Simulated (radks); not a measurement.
Problem. Ionisation of the rhodium ion Rh3+, [Kr] 4d6, to [Kr] 4d5 as the strength of local exchange is varied. Calculated with a radial shooting solver on a logarithmic mesh with Libxc functionals: scalar-relativistic Kohn-Sham, Slater X-alpha exchange (alpha = 2/3 is LDA exchange), no correlation, spin-unpolarised, spherical densities, point nucleus.

| alpha | E(Rh3+) (hartree) | exchange (hartree) | IE (eV) | -e of the level emptied (eV) | <r> of it (bohr) |
|---|---|---|---|---|---|
| 0.63 | -4766.12976 | -121.30416 | 44.697 | 37.367 (4d) | 1.388 |
| 0.64 | -4768.05914 | -123.27692 | 44.917 | 37.573 (4d) | 1.385 |
| 0.667 | -4773.27218 | -128.61071 | 45.514 | 38.133 (4d) | 1.378 |
| 0.675 | -4774.81782 | -130.19315 | 45.693 | 38.300 (4d) | 1.376 |
| 0.824 | -4803.69199 | -159.83828 | 49.089 | 41.493 (4d) | 1.337 |
| 0.877 | -4814.00226 | -170.46187 | 50.333 | 42.667 (4d) | 1.324 |
| 0.985 | -4835.07613 | -192.23751 | 52.927 | 45.122 (4d) | 1.299 |
| x | -4774.23815 | -129.59963 | 45.626 | 38.237 (4d) | 1.376 |

Which alpha was used in the last row?

Solution. alpha = 0.672. NIST Atomic Spectra Database: 42 +/- 1.7 eV (theoretical). The central value is not met in this range of alpha. Spin polarisation and multiplet splitting are left out, so open shells lie too high by an amount that depends on their filling.

Beside tabulated values, note that spin-unpolarised runs miss the spin-polarisation part of the exchange energy of open shells.
